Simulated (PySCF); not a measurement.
C₃H₁₁ClSi₂, singlet, geometry from GFN2-xTB, atoms displaced at random by about 0.08 Å a coordinate. Base run: TPSS/STO-3G, gradient (PySCF).

Here is a job for PySCF.
```python
from pyscf import gto, scf, dft

mol = gto.M(
    atom='''
Si    1.15776545   -0.16468629   -0.89034157
Cl    2.10025086   -0.58194786    0.73863466
Si   -0.94696514    0.45078212   -0.13645879
C    -1.97057771    0.77511166   -1.63734959
C    -1.83965299   -1.14986388    0.78182863
C    -1.04179170    1.74969067    1.19682919
H     1.28202961   -1.25596622   -1.63409362
H     1.94658988    0.92644055   -1.37768392
H    -2.19649253   -0.02313372   -2.42939113
H    -2.95949226    1.01874774   -1.37539444
H    -1.67573967    1.67856016   -2.07300216
H    -1.97538865   -2.04759840   -0.06116420
H    -2.85143451   -1.03153230    0.90719584
H    -1.20840390   -1.50968606    1.56076003
H    -0.69204017    2.65370203    0.86701078
H    -2.22450365    1.84879077    1.54411441
H    -0.48266815    1.36743402    2.11335953
''',
    basis='sto-3g',
    verbose=4,
)

mf = dft.RKS(mol)
mf.xc = 'tpss'
mf.kernel()
g = mf.nuc_grad_method()
grad = g.kernel()
```

The coordinate followed is y of atom 14.

Variants of this job, named by their change:

```
change                                                  dE/dx (Eh/bohr)  net force (Eh/bohr)
------------------------------------------------------  ---------------  -------------------
base                                                           0.011765             0.000030
finite difference step (bohr) = 0.05; conv_tol = 1e-11         0.011719                    -
grid_response = on                                             0.011773             0.000000
grids.level = 1; grid_response = on                            0.011811             0.000000
finite difference step (bohr) = 0.01; conv_tol = 1e-11         0.011771                    -
conv_tol = 1e-4                                                0.011707             0.000030
finite difference step (bohr) = 1e-5; conv_tol = 1e-11         0.011773                    -
finite difference step (bohr) = 1e-3; conv_tol = 1e-11         0.011773                    -
grids.level = 5; grid_response = off                           0.011766             0.000027
grids.level = 0; grid_response = on                            0.012761             0.000000
density fitting = on; auxbasis_response = off                  0.011780             0.000677
finite difference step (bohr) = 0.2; conv_tol = 1e-11          0.010917                    -
```

The net force is zero for an exact gradient.
